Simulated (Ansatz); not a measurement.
## Ligand exchange: CBrCl3 + Sn(CH3)4 → C2H3Cl3 + Sn(CH3)3Br

Species: CBrCl3 (bromotrichloromethane) `ClC(Cl)(Cl)Br`, singlet; Sn(CH3)4 (tetramethyltin), singlet; C2H3Cl3 (1,1,1-trichloroethane) `CC(Cl)(Cl)Cl`, singlet; Sn(CH3)3Br (trimethyltin bromide), singlet. The partners trade Br for CH3: C–Br and Sn–CH3 bonds give way to C–CH3 and Sn–Br.

Shapes, held fixed at every level: PBE0-D4/def2-TZVP. Programs: Ansatz 0.2.0. Electronic energies: no zero-point or thermal term.

| level | kind | ΔE (kJ/mol) | less CCSD(T)/def2-TZVPP |
| --- | --- | --- | --- |
| HF/def2-TZVPP | Hartree–Fock | -256.5 | -44.3 |
| r2SCAN0-D4/def2-TZVPP | global hybrid | -228.3 | -16.1 |
| wB97M-V/def2-TZVPP | range-separated hybrid | -217.4 | -5.2 |
| wB97X-V/def2-TZVPP | range-separated hybrid | -220.4 | -8.2 |
| MP2/def2-SVP | perturbation theory | -235.5 | -23.3 |
| MP2/def2-TZVPP | perturbation theory | -211.0 | +1.2 |
| CCSD/def2-SVP | coupled cluster or CI | -239.2 | -27.0 |
| CCSD(T)/def2-TZVPP | coupled cluster or CI | -212.2 | 0.0 |

The highest level, CCSD(T)/def2-TZVPP, gives ΔE = -212.2 kJ/mol; the levels span -256.5 to -211.0. The column of differences is taken from that level and isn't an error. No measured value is set beside it here. For atoms past krypton def2 sets carry core potentials with scalar relativity. Relativity is left out for Br. Outer-core shells of Br, Sn are correlated, in sets that cover them unevenly.
